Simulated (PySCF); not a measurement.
CH7InN2. Atoms are numbered in the order given.

```xyz
11

In    -0.0048    -0.0349    -0.0304
C      2.0456    -0.2699    -0.7083
H      2.4439    -1.2544    -0.3986
H      2.6642     0.5280    -0.2526
H      2.1001    -0.1802    -1.8096
N     -0.6948    -0.8441     1.7428
H     -0.3051    -1.7585     1.9989
H     -1.7145    -0.9004     1.8472
N     -1.2741     1.4144    -0.7817
H     -2.2741     1.2786    -0.5930
H     -1.1724     1.6229    -1.7816
```
Charge 0, spin multiplicity 1.

Coordinates come from a PBE-D3(BJ)/def2-SVP optimisation. The def2 effective core potentials stand for the cores of In; spin–orbit coupling is left out. Other conformers were not sampled.

Computed with PBE/def2-TZVP in PySCF.

Question: Estimate the frontier levels, gap, dipole moment and polarisability. (Estimate from the structure and the level; the computed values follow.)

Answer: 
```yaml
highest_occupied_level: -5.20 eV
lowest_empty_level: -1.50 eV
orbital_gap: 3.71 eV
dipole_moment: 2.03 D
quadrupole, principal values (traceless, Buckingham form, about the centre of nuclear charge): -5.17, 0.79, 4.38 D·Å
mean_static_polarisability: 70.7 bohr³ (10.47 Å³)
polarisability_principal_values: 53.2, 76.6, 82.2 bohr³
```
